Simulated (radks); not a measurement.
Question: Species: Pr V. Configuration: [Kr] 4d10 4f1.5 5s2 5p5.5 (fractional occupations, a model configuration). All-electron calculation, scalar-relativistic Kohn-Sham, PBEsol, spin-polarised, spherical densities, point nucleus; open shells are filled with parallel spins first (spin-orbit coupling, left out, can overturn this in heavy ions). Program: a radial shooting solver on a logarithmic mesh with Libxc functionals. Some entries of the table are withheld. Estimate them.

orbital  occ.  eigenvalue (eV)  r(max) (bohr)  <1/r> (bohr^-1)
1s up       1        -41846.23        0.01542            64.67
1s down     1        -41846.20        0.01542            64.67
2s up       1        -6772.970        0.08728            14.92
2s down     1        -6772.943        0.08728            14.92
2p up       3        -6065.906        0.07029            14.10
2p down     3        -6065.869        0.07029            14.10
3s up       1        -1500.344         0.2492            5.427
3s down     1        -1499.845         0.2492            5.428
3p up       3        -1276.446         0.2440            5.134
3p down     3        -1275.946         0.2440            5.135
3d up       5        -961.8653         0.2006            4.872
3d down     5        -961.4691         0.2005            4.873
4s up       1        -337.1290         0.5783            2.275
4s down     1        -335.8142         0.5782            2.275
4p up       3        -263.6811         0.6034            2.099
4p down     3        -262.3575         0.6033            2.100
4d up       5        -158.5472         0.6331            1.839
4d down     5        -157.2024         0.6329            1.839
5s up       1         -80.5029          1.317           0.9260
5s down     1         -79.3402          1.320           0.9220
5p up       3         -61.0098          1.466           0.8106
5p down   2.5         -60.0039          1.471           0.8053
4f up     1.5              (1)         0.6671              (2)
4f down     0              (3)         0.6670              (4)
5d up       0         -35.6655          1.839           0.6158
5d down     0         -34.9908          1.854           0.6082
6s up       0         -29.6598          2.905           0.4269
6s down     0         -29.3471          2.924           0.4237
6p up       0         -23.9838          3.323           0.3735

Answer: 
(1) 4f up eigenvalue (eV): -46.8098
(2) 4f up <1/r> (bohr^-1): 1.339
(3) 4f down eigenvalue (eV): -45.4741
(4) 4f down <1/r> (bohr^-1): 1.336
